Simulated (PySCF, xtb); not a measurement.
Sb(OH)2(OMe) (CH5O3Sb), SMILES [OH][Sb]([OH])[O]C. The values are those of a single conformer.

Harmonic wavenumbers (cm⁻¹) from GFN2-xTB in xtb at its own minimum, in rising order: 87, 125, 157, 165, 215, 229, 263, 317, 409, 463, 495, 847, 871, 1051, 1133, 1136, 1406, 1475, 1484, 2923, 2936, 2975, 3582, 3656.

**Question.** What does B3LYP-D3(BJ)/def2-SVP run with PySCF give at its own minimum? (Estimate from the structure and the level; the computed values follow.)

**Answer.** 84, 96, 133, 161, 198, 244, 307, 370, 542, 589, 620, 819, 889, 1088, 1169, 1178, 1456, 1462, 1487, 2983, 3051, 3087, 3769, 3815. Paired by order, the mean absolute difference is 60 cm⁻¹ and the zero-point energies are 40.6 and 42.3 kcal/mol.
